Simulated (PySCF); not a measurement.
How strongly Ge binds etchant and ambient atoms

PBE in PySCF with def2-TZVPP on every atom, for the lowest determinant that a PBE0 search found; no spin–orbit coupling. D0 is De less the harmonic zero-point energy.

```csv
X,state of GeX,D0(GeX) (eV),D0(X₂) (eV)
Cl,doublet (π ↑),4.30,2.81
Br,doublet (π ↑),3.86,2.47
O,singlet (closed shell),7.27,6.15
```

Task: Give the energy of Ge + X₂ → GeX + X at 0 K for each X.

Result: Cl: 2.81 − 4.30 = -1.49 eV; Br: 2.47 − 3.86 = -1.39 eV; O: 6.15 − 7.27 = -1.12 eV (PBE/def2-TZVPP; negative means exothermic).

Task: Does an atom of O displace Br from GeBr?

Result: GeBr + O → GeO + Br has ΔE = 3.86 − 7.27 = -3.41 eV at PBE/def2-TZVPP, so it is downhill.

Gas-phase diatomics only hint at surface chemistry, where an atom holds several bonds.

Spin–orbit coupling is left out. States were picked by a PBE0 search and need not be the measured ground states.
